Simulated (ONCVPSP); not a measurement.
Reading a pseudo-wave (Cd)

Columns: radius, all-electron u(r) and pseudo u(r) of the 4d shell (level -20.53 eV) of cadmium in the configuration [Ar] 3d10 4s2 4p6 4d10 5s1; Wu-Cohen, scalar-relativistic, ONCV scheme, ONCVPSP 4.0.1.

```csv
r (bohr),all-electron,pseudo
0.080,-0.1663,0.0030
0.160,-0.4295,0.0230
0.240,-0.4715,0.0710
0.320,-0.3105,0.1512
0.400,-0.0535,0.2612
0.480,0.2181,0.3946
0.560,0.4588,0.5415
0.640,0.6501,0.6871
0.720,0.7888,0.8137
0.800,0.8792,0.9056
0.880,0.9293,0.9555
0.960,0.9480,0.9677
1.040,0.9433,0.9535
1.120,0.9221,0.9252
1.200,0.8896,0.8899
1.280,0.8500,0.8499
1.360,0.8061,0.8060
1.440,0.7602,0.7601
1.520,0.7136,0.7135
1.600,0.6676,0.6675
1.680,0.6228,0.6227
1.760,0.5796,0.5795
1.840,0.5384,0.5384
1.920,0.4994,0.4993
2.000,0.4626,0.4625
2.080,0.4280,0.4279
```

(1) How many radial nodes do the two functions have?

(2) At about which radius was the pseudo-wave matched?

(3) Is the pseudo-wave norm-conserving?

Answers

(1) The all-electron 4d function has n − l − 1 = 1; the pseudo-wave has 0, since the states of the same l below it are removed with the core.

(2) 1.30 bohr. The columns agree to 0.0005 from 1.20 bohr on; several derivatives are matched, so the curves merge somewhat inside the radius.

(3) Yes: the ONCV scheme keeps the norm inside the radius equal to the all-electron one, which fixes the energy derivative of the logarithmic derivative at the level.
